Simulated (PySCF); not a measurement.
Badger's rule along the fifth-period p block: bonds to Ge

PBE0 in PySCF with def2-SVP on every atom (core potentials on In, Sn, Sb, Te), for the lowest determinant that a PBE0 search found; no spin–orbit coupling. Badger's rule says that Re = d + c·k^(−1/3) for bonds between atoms of fixed rows.

```tsv
molecule	state (unpaired electrons)	Re (Å)	k (mdyn/Å)
GeTe	singlet (closed shell)	2.345	3.15
GeSb	doublet (π ↑)	2.445	?
SnGe	triplet (π ↑↑)	2.576	?
InGe	quartet (σ ↑, π ↑↑)	2.668	0.878
```

Q: Fix c and d from GeTe and InGe.

A: c = (2.668 − 2.345)/(0.878^(−1/3) − 3.15^(−1/3)) = 0.892, d = 2.345 − c·3.15^(−1/3) = 1.737 Å.

Q: Predict k of the others and set the computed values beside them.

A: 

```tsv
molecule	k by the rule	k computed	difference (%)
GeSb	2.00	2.31	-14
SnGe	1.20	1.59	-25
```

The rule misses by 20 % on average; it knows nothing of spin state or of how ionic a bond is, and both change along this series.

Spin–orbit coupling is left out. States were picked by a PBE0 search and need not be the measured ground states.
